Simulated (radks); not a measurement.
Q: Rh IV, 42 electrons, occupied as [Ar] 3d10 4s1.75 4p6 4d6 5s0.25 (fractional occupations, a model configuration). Calculated with a radial shooting solver on a logarithmic mesh with Libxc functionals: scalar-relativistic Kohn-Sham, PBE, spin-polarised, spherical densities, finite nucleus; open shells are filled with parallel spins first (spin-orbit coupling, left out, can overturn this in heavy ions); Fermi nuclear charge, rms radius 4.4945 fm. Some entries of the table are withheld. Estimate them.

orbital  occ.  eigenvalue (hartree)  <1/r> (bohr^-1)
1s up       1             -848.0716            47.05
1s down     1             -848.0690            47.05
2s up       1             -124.1969            10.65
2s down     1             -124.1683            10.65
2p up       3             -111.4549            10.32
2p down     3             -111.4328            10.32
3s up       1             -23.37409            3.711
3s down     1             -23.35768            3.711
3p up       3             -19.18650            3.535
3p down     3             -19.16799            3.534
3d up       5             -12.49424            3.308
3d down     5             -12.46683            3.308
4s up       1              -4.47361              (1)
4s down  0.75              -4.34281              (2)
4p up       3              -3.27837            1.272
4p down     3              -3.14287            1.277
4d up       5              -1.55410           0.9811
4d down     1              -1.42135           0.9730
5s up    0.25              -1.13922           0.5381
5s down     0              -1.06612           0.5231

A: 
(1) 4s up <1/r> (bohr^-1): 1.412
(2) 4s down <1/r> (bohr^-1): 1.419
